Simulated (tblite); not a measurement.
Compound: C6H13NOSi.
Atom-mapped SMILES: `[CH2:1]=[CH:2][CH2:3][N:4]([CH3:5])[Si@H:6]([OH:7])[CH:8]=[CH2:9]` (hydrogens: H10, H11 on C1; H12 on C2; H13, H14 on C3; H15, H16, H17 on C5; H18 on Si6; H19 on O7; H20 on C8; H21, H22 on C9)

Computed with GFN2-xTB (tblite), gas phase: L-BFGS steps from a force-field or distance-geometry start until the largest atomic force falls under 0.01 eV/Å.

Step 20: E = -766.8688 eV
```
atom  x, y, z in Å  |  force x, y, z in eV/Å
C1     -3.6203    0.0442    0.2347    0.036  -0.030   0.025
C2     -2.4964   -0.5976    0.4948   -0.005   0.000   0.008
C3     -1.3768   -0.7546   -0.4886    0.028   0.023  -0.028
N4     -0.1353   -0.1617   -0.0208    0.051  -0.006  -0.021
C5     -0.2783    1.2537    0.2439   -0.017  -0.022   0.013
Si6     1.3679   -0.9027   -0.4408   -0.049   0.023   0.001
O7      1.4753   -2.3954    0.2122   -0.017  -0.031  -0.005
C8      2.7372    0.2286    0.1841    0.016  -0.006  -0.001
C9      3.1970    1.2791   -0.4757    0.025  -0.014   0.014
H10    -3.7988    0.5216   -0.7147   -0.010  -0.042  -0.031
H11    -4.4131    0.1110    0.9579   -0.051   0.057   0.042
H12    -2.3393   -1.0422    1.4683    0.064  -0.046  -0.027
H13    -1.6803   -0.2909   -1.4421    0.033  -0.050   0.017
H14    -1.1944   -1.8192   -0.6659    0.012   0.077   0.042
H15    -0.8921    1.4060    1.1375    0.016   0.016  -0.037
H16     0.6989    1.7061    0.4026   -0.075  -0.052   0.008
H17    -0.7710    1.7636   -0.5927    0.035  -0.006  -0.005
H18     1.5028   -1.2119   -1.8671   -0.002   0.063  -0.028
H19     2.0425   -2.5864    0.9535   -0.078   0.046   0.020
H20     3.1770   -0.0004    1.1509   -0.020   0.039  -0.050
H21     3.9767    1.9197   -0.0877    0.001  -0.028  -0.022
H22     2.8101    1.5490   -1.4467    0.007  -0.011   0.065
```

Step 21: E = -766.8709 eV
```
atom  x, y, z in Å  |  force x, y, z in eV/Å
C1     -3.6185    0.0412    0.2356    0.038  -0.014   0.022
C2     -2.4943   -0.5999    0.4936   -0.004   0.019   0.031
C3     -1.3747   -0.7553   -0.4888    0.024   0.005  -0.035
N4     -0.1346   -0.1625   -0.0186    0.030   0.029  -0.045
C5     -0.2813    1.2531    0.2436   -0.002  -0.003   0.022
Si6     1.3695   -0.9015   -0.4432   -0.105   0.020   0.033
O7      1.4690   -2.3952    0.2098    0.005  -0.016  -0.007
C8      2.7367    0.2290    0.1840    0.029  -0.005  -0.003
C9      3.1993    1.2779   -0.4757    0.026   0.009   0.005
H10    -3.7965    0.5184   -0.7131   -0.031  -0.033  -0.060
H11    -4.4083    0.1108    0.9612   -0.064   0.054   0.044
H12    -2.3367   -1.0368    1.4694    0.081  -0.081  -0.005
H13    -1.6806   -0.2950   -1.4432    0.049  -0.030   0.019
H14    -1.1890   -1.8180   -0.6661    0.006   0.030   0.040
H15    -0.8984    1.4069    1.1362    0.033   0.005  -0.069
H16     0.6963    1.7035    0.4062   -0.082  -0.035   0.008
H17    -0.7706    1.7645   -0.5956    0.051  -0.032   0.023
H18     1.5039   -1.2060   -1.8693    0.003   0.052  -0.043
H19     2.0294   -2.5845    0.9571   -0.085   0.043   0.009
H20     3.1758   -0.0009    1.1502   -0.008   0.033  -0.033
H21     3.9810    1.9173   -0.0907    0.009  -0.027   0.002
H22     2.8119    1.5523   -1.4448   -0.003  -0.023   0.044
```

Step 22: E = -766.8734 eV
```
atom  x, y, z in Å  |  force x, y, z in eV/Å
C1     -3.6163    0.0375    0.2375    0.023   0.013   0.016
C2     -2.4911   -0.6020    0.4930    0.003   0.038   0.053
C3     -1.3716   -0.7554   -0.4892    0.005  -0.019  -0.023
N4     -0.1331   -0.1620   -0.0177   -0.014   0.060  -0.057
C5     -0.2860    1.2526    0.2434    0.016   0.019   0.019
Si6     1.3707   -0.8997   -0.4458   -0.128   0.014   0.047
O7      1.4609   -2.3955    0.2052    0.032   0.002  -0.005
C8      2.7373    0.2296    0.1833    0.029  -0.006  -0.010
C9      3.2035    1.2769   -0.4758    0.019   0.027  -0.006
H10    -3.7940    0.5132   -0.7117   -0.051  -0.031  -0.069
H11    -4.4037    0.1116    0.9661   -0.052   0.044   0.026
H12    -2.3310   -1.0316    1.4707    0.093  -0.110   0.016
H13    -1.6801   -0.3008   -1.4446    0.059   0.000   0.008
H14    -1.1820   -1.8159   -0.6644    0.003  -0.040   0.031
H15    -0.9083    1.4069    1.1326    0.038  -0.009  -0.079
H16     0.6902    1.7017    0.4120   -0.056  -0.003   0.013
H17    -0.7702    1.7653   -0.5988    0.058  -0.049   0.035
H18     1.5063   -1.1996   -1.8724    0.005   0.044  -0.045
H19     2.0092   -2.5841    0.9620   -0.096   0.043  -0.007
H20     3.1755   -0.0004    1.1485    0.010   0.015  -0.002
H21     3.9877    1.9141   -0.0944    0.027  -0.021   0.035
H22     2.8157    1.5569   -1.4419   -0.021  -0.033   0.003
```

Step 23: E = -766.8765 eV
```
atom  x, y, z in Å  |  force x, y, z in eV/Å
C1     -3.6136    0.0334    0.2404   -0.002   0.043   0.009
C2     -2.4866   -0.6036    0.4936    0.012   0.047   0.066
C3     -1.3677   -0.7556   -0.4896   -0.027  -0.043   0.003
N4     -0.1314   -0.1598   -0.0186   -0.062   0.068  -0.054
C5     -0.2923    1.2524    0.2433    0.030   0.037   0.001
Si6     1.3708   -0.8971   -0.4483   -0.101   0.007   0.039
O7      1.4511   -2.3962    0.1983    0.043   0.031  -0.022
C8      2.7390    0.2304    0.1819    0.015  -0.006  -0.016
C9      3.2097    1.2762   -0.4760    0.004   0.035  -0.013
H10    -3.7918    0.5059   -0.7110   -0.065  -0.038  -0.051
H11    -4.3990    0.1133    0.9724   -0.019   0.029  -0.009
H12    -2.3216   -1.0271    1.4728    0.094  -0.122   0.025
H13    -1.6785   -0.3079   -1.4464    0.058   0.031  -0.011
H14    -1.1732   -1.8139   -0.6610   -0.003  -0.109   0.019
H15    -0.9220    1.4060    1.1264    0.027  -0.020  -0.059
H16     0.6805    1.7010    0.4205    0.002   0.041   0.024
H17    -0.7695    1.7658   -0.6023    0.052  -0.046   0.026
H18     1.5100   -1.1925   -1.8763    0.001   0.039  -0.025
H19     1.9809   -2.5850    0.9682   -0.092   0.041  -0.006
H20     3.1766    0.0010    1.1461    0.027  -0.010   0.031
H21     3.9972    1.9101   -0.0981    0.044  -0.015   0.067
H22     2.8211    1.5626   -1.4386   -0.039  -0.040  -0.043
```

Task: Estimate the geometry and energy of step 24. (The exact step hangs on the optimiser's Hessian estimate; all steps are aligned on step 23, rigid shifts and turns removed.)

Result: E = -766.8802 eV, largest force 0.151 eV/Å
```
atom  x, y, z in Å  |  force x, y, z in eV/Å
C1     -3.6100    0.0293    0.2443   -0.024   0.065   0.006
C2     -2.4808   -0.6042    0.4960    0.017   0.037   0.062
C3     -1.3634   -0.7566   -0.4901   -0.059  -0.063   0.030
N4     -0.1301   -0.1556   -0.0213   -0.096   0.047  -0.034
C5     -0.3001    1.2532    0.2429    0.044   0.045  -0.021
Si6     1.3697   -0.8936   -0.4507   -0.030   0.013   0.009
O7      1.4399   -2.3968    0.1886    0.061   0.049  -0.023
C8      2.7420    0.2318    0.1795   -0.004  -0.003  -0.015
C9      3.2180    1.2764   -0.4765   -0.015   0.028  -0.014
H10    -3.7904    0.4962   -0.7108   -0.068  -0.051  -0.013
H11    -4.3938    0.1157    0.9797    0.021   0.015  -0.049
H12    -2.3081   -1.0238    1.4760    0.080  -0.112   0.019
H13    -1.6757   -0.3161   -1.4486    0.045   0.051  -0.026
H14    -1.1629   -1.8134   -0.6559   -0.015  -0.150   0.011
H15    -0.9400    1.4036    1.1174    0.004  -0.024  -0.020
H16     0.6676    1.7025    0.4322    0.073   0.083   0.034
H17    -0.7686    1.7659   -0.6064    0.035  -0.017  -0.006
H18     1.5153   -1.1849   -1.8810   -0.008   0.037   0.011
H19     1.9434   -2.5875    0.9758   -0.096   0.045  -0.017
H20     3.1792    0.0028    1.1433    0.036  -0.035   0.049
H21     4.0102    1.9052   -0.1010    0.047  -0.015   0.086
H22     2.8280    1.5693   -1.4358   -0.047  -0.044  -0.078
```

The energy changes by -0.0037 eV. The first-order estimate −F·Δx gives -0.0049 eV and the mean of the old and new forces, exact on a quadratic surface, -0.0037 eV. The step makes an angle of 77° with the force vector and moves no atom by more than 0.038 Å.

What follows is the cost of the whole relaxation. On one thread of an Arm Neoverse N1, shared host with 64 logical CPUs at a one-minute load of 60, this took 2.5 s wall.
